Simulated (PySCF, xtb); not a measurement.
C3H6O2Si, SMILES O[SiH2][C@@H]1C=CO1. Other conformers were not sampled.

Harmonic wavenumbers (cm⁻¹) from GFN2-xTB run with xtb at its own minimum, in rising order: 54, 140, 164, 257, 306, 477, 513, 591, 697, 731, 753, 764, 807, 811, 913, 919, 969, 987, 1043, 1106, 1158, 1217, 1230, 1627, 2278, 2334, 2963, 3135, 3199, 3643.

Question: What does PBE-D3(BJ)/def2-SVP (PySCF 2.14.0) give at its own minimum? (Estimate from the structure and the level; the computed values follow.)

Answer: 59, 140, 169, 274, 313, 470, 546, 664, 691, 777, 815, 826, 845, 872, 885, 916, 920, 935, 1026, 1090, 1134, 1182, 1257, 1568, 2160, 2194, 3013, 3149, 3223, 3753. Paired by order, the mean absolute difference is 40 cm⁻¹ and the zero-point energies are 51.2 and 51.3 kcal/mol.
